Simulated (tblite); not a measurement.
Start geometry of `Cl[Si@@H]([SiH3])[SiH2][C@H](F)C` from a force field or distance geometry (Å):
```
atom  x, y, z in Å
C1    -1.9947    0.3494    1.0541
C2    -1.9276   -0.4880   -0.1868
F3    -2.5406    0.1851   -1.2061
Si4   -0.2401   -0.9875   -0.7079
Si5    1.3802   -0.5718    0.7458
Si6    2.3926    1.3968    0.3502
Cl7    2.8736   -2.0192    0.4075
H8    -1.2478    1.1632    1.1156
H9    -1.9883   -0.3146    1.9418
H10   -3.0024    0.8640    1.0277
H11   -2.5348   -1.4121    0.0119
H12   -0.2636   -2.4649   -0.9046
H13    0.0855   -0.4198   -2.0136
H14    0.9990   -0.6954    2.1374
H15    1.5481    2.2882   -0.4420
H16    3.6685    1.1408   -0.3442
H17    2.7854    1.9979    1.6528
```

Task: What comes out of this run: tblite, GFN2-xTB geometry optimisation, gas phase?

Result: 
```
atom  x, y, z in Å
C1    -2.262   -0.044    1.182
C2    -1.701   -0.058   -0.228
F3    -1.149    1.201   -0.496
Si4   -0.301   -1.349   -0.521
Si5    1.556   -0.538    0.625
Si6    2.417    1.574    0.116
Cl7    3.031   -1.950    0.347
H8    -1.465    0.110    1.906
H9    -2.747   -0.995    1.385
H10   -2.992    0.756    1.299
H11   -2.517   -0.163   -0.950
H12   -0.900   -2.639   -0.141
H13   -0.116   -1.415   -1.978
H14    1.291   -0.647    2.076
H15    1.514    2.306   -0.767
H16    3.724    1.492   -0.546
H17    2.610    2.373    1.331
```

The energy falls by 15.3 kcal/mol over 205 L-BFGS steps, the largest force on an atom goes from 2.50 to 0.008 eV/Å, and the atoms move by 0.863 Å rms after alignment. The bond that changes most is Si4–Si5 (SiH2 silicon to chlorine-bound silicon), which lengthens by 0.112 Å. Bonds longer at the end by more than 0.005 Å: 7 of 16; shorter: 8. Among the angles that change most is Si5–Si4–H12, from 106.5° to 120.2°. Among the dihedrals that turn most is H11–C2–Si4–Si5, from -110° to 163°. Rotational constants go from 1717, 626.4, 527.1 to 1495, 727.7, 552.2 MHz. The orientation of the end geometry is arbitrary; only internal coordinates are fixed.

GFN2-xTB frequencies show an imaginary mode (52i cm⁻¹), so the point is no minimum at that level.

These are computed values.
